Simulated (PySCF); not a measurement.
## Complete the spectrum of C5H7NO2Si

Species: C5H7NO2Si.
Cartesian coordinates in Å at the GFN2-xTB level; atoms count from 1:
```
atom  x, y, z in Å
C1    -2.583    1.024    0.341
C2    -1.810   -0.015    0.029
C3    -2.260   -1.329    0.305
N4    -2.620   -2.397    0.512
C5    -0.451    0.084   -0.579
Si6    0.878   -0.144    0.767
O7     2.271    0.022   -0.143
C8     3.460    0.003    0.412
O9     3.670   -0.112    1.580
H10   -3.549    0.895    0.797
H11   -2.266    2.034    0.142
H12   -0.333   -0.685   -1.345
H13   -0.340    1.055   -1.063
H14    0.813    0.931    1.753
H15    0.858   -1.472    1.366
H16    4.252    0.113   -0.348
```

Computed, not measured: TDDFT B3LYP/def2-SVPD, vertical, gas phase, core orbitals frozen in the response in PySCF 2.14.0, density-fitted response routines.

Orbital energies (eV): HOMO-3 -9.60, HOMO-2 -9.42, HOMO-1 -8.51, HOMO -7.87, LUMO -1.93, LUMO+1 -0.77, LUMO+2 -0.12.

Lowest singlets, with some entries withheld (?).

```tsv
state	ν̃ (cm⁻¹)	f	main configurations (H = HOMO, L = LUMO)
S1	?	?	H-1→L+1 (96%)
S2	47280	0.242	?
S3	49020	0.014	H-1→L (96%)
S4	50960	0.0050	?
S5	52680	?	H→L+1 (96%)
S6	54670	0.0055	H→L+2 (88%)
S7	?	0.017	H-2→L (85%), H-3→L (10%)
S8	55840	?	?
```

**Question.** Supply the missing values.

**Answer.** 
- S1: ν̃ = 46840 cm⁻¹; f = 0.0007
- S2: H→L (89%)
- S4: H-3→L (65%), H-4→L (26%)
- S5: f = 0.0020
- S7: ν̃ = 54800 cm⁻¹
- S8: f = 0.0024; H→L+3 (55%), H→L+4 (39%)

**Question.** Where do the lowest triplets lie (Tamm–Dancoff)?

**Answer.** T1 3.61 eV, H→L (95%); T2 5.26 eV, H-1→L+1 (97%); T3 5.92 eV, H-3→L (67%), H-1→L (15%). E(S1) − E(T1) = +2.19 eV.

**Question.** What is the mean static polarisability from the same response equations?

**Answer.** 94.9 au (14.07 Å³), with principal values 77.0, 96.3 and 111.5 au.

**Question.** How far apart are S3 and S4, in eV and cm⁻¹?

**Answer.** 6.319 − 6.077 = 0.242 eV, or about 1950 cm⁻¹.

One conformer stands for the species.
